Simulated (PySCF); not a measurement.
C₃H₇ClSi.

```xyz
12

C     -2.8587     0.4059    -0.7716
Si    -1.4071    -0.7870    -0.7792
C     -0.0716    -0.2221     0.4087
C      1.1571     0.0812    -0.0127
Cl     2.4290     0.6227     1.0336
H     -3.3030     0.4732     0.2345
H     -3.6450     0.0750    -1.4686
H     -2.5341     1.4151    -1.0702
H     -0.7913    -0.8647    -2.1386
H     -1.8765    -2.1512    -0.3895
H     -0.2816    -0.1206     1.4810
H      1.4761     0.0151    -1.0579
```

Coordinates come from a ωB97X-D3(BJ)/def2-SVP optimisation. The structure was generated by enumeration; whether it is a known compound was not checked. The values are those of a single conformer.

Level of theory: PySCF with B3LYP/pcSseg-1. Non-relativistic, no solvent.

Computed absolute GIAO shielding of each atom: isotropic value and principal components (ppm):
```
atom  σ(iso)    σ11    σ22    σ33   span
----  ------  -----  -----  -----  -----
C1     184.0  180.0  182.6  189.4    9.5
Si2    379.1  344.5  381.8  411.1   66.5
C3      43.6  -67.4   47.4  150.8  218.2
C4      30.7  -81.5   63.8  109.6  191.1
Cl5    642.9  387.1  590.9  950.7  563.6
H6      31.0   26.9   28.7   37.4   10.5
H7      31.1   27.0   27.9   38.5   11.5
H8      31.1   27.0   29.1   37.2   10.2
H9      27.3   24.1   26.6   31.2    7.0
H10     27.1   23.9   25.5   31.8    7.9
H11     25.3   22.3   24.3   29.2    6.8
H12     24.9   20.6   25.2   29.0    8.4
```
